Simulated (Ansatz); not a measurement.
## Redistribution: C4H10O + C4H7NO → C3H8O + C5H9NO

Gas-phase species: C4H10O (2-methyl-1-propanol) `CC(C)CO`, singlet; C4H7NO `CN/C=C/C=O`, singlet; C3H8O (1-propanol) `CCCO`, singlet; C5H9NO `CN/C=C/C(C)=O`, singlet. The partners trade CH3 for H; both sit on C, so the bond types are kept.

Shapes, held fixed at every level: PBE0-D4/def2-TZVP. Flexible molecules stand in one conformer, not always the lowest. Programs: Ansatz 0.2.0. Electronic energies: no zero-point or thermal term.

| level | kind | ΔE (kJ/mol) | CPU time (sum over the molecules) |
| --- | --- | --- | --- |
| HF/def2-TZVPP | Hartree–Fock | -16.9 | – |
| PBE-D4/def2-TZVPP | GGA | -11.4 | 35 s |
| B3LYP-D4/def2-TZVPP | global hybrid | -12.6 | 63 s |
| wB97M-V/def2-TZVPP | range-separated hybrid | -12.6 | 2.3 min |
| wB97X-V/def2-TZVPP | range-separated hybrid | -13.2 | 95 s |
| B2PLYP/def2-TZVPP | double hybrid | -12.5 | 81 s |
| MP2/def2-TZVPP | perturbation theory | -9.5 | – |

MP2/def2-TZVPP gives ΔE = -9.5 kJ/mol; the levels span -16.9 to -9.5. The median of the levels is -12.6. No measured value is set beside it here. Times are processor times on shared x86 and Arm servers, and rough.
